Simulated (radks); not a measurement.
The numbers below are computed, except where a source is named.
Species: the potassium ion K3+. Configuration: [Ne] 3s2 3p4 (the NIST ground configuration).

Code: a radial shooting solver on a logarithmic mesh with Libxc functionals. Model: Dirac Kohn-Sham, LDA (Slater exchange, Perdew-Wang correlation), spin-unpolarised, spherical densities, finite nucleus; open shells fill j = l - 1/2 first; Fermi nuclear charge, rms radius 3.4349 fm.

Energy parts (eV):
| part | energy |
|---|---|
| total | -16258.951 |
| kinetic | 16363.753 |
| electron-nucleus | -38119.549 |
| Hartree | 6329.216 |
| exchange-correlation | -832.371 |

Orbitals (lengths in bohr, moments of r in powers of bohr; r(90%) holds 90 % of the orbital's charge):
orbital,occ.,eigenvalue (eV),r(90%),small-component weight
1s1/2,2,-3554.993,0.145,4.58e-03
2s1/2,2,-394.6171,0.606,7.53e-04
2p1/2,2,-324.5108,0.577,7.35e-04
2p3/2,4,-321.6145,0.581,7.29e-04
3s1/2,2,-72.2275,1.79,1.54e-04
3p1/2,2,-55.0380,1.96,1.33e-04
3p3/2,2,-54.7038,1.97,1.32e-04

The highest occupied level is 3p3/2 at -54.704 eV. For comparison, the ionisation energy in NIST's Atomic Spectra Database is 60.92 eV (semi-empirical). In exact Kohn-Sham theory the highest level is minus the ionisation energy, but local and semilocal functionals leave it too shallow, through self-interaction and a potential that decays too fast; potentials with the right tail come closer.

Beside tabulated values, note that spin-unpolarised runs miss the spin-polarisation part of the exchange energy of open shells.
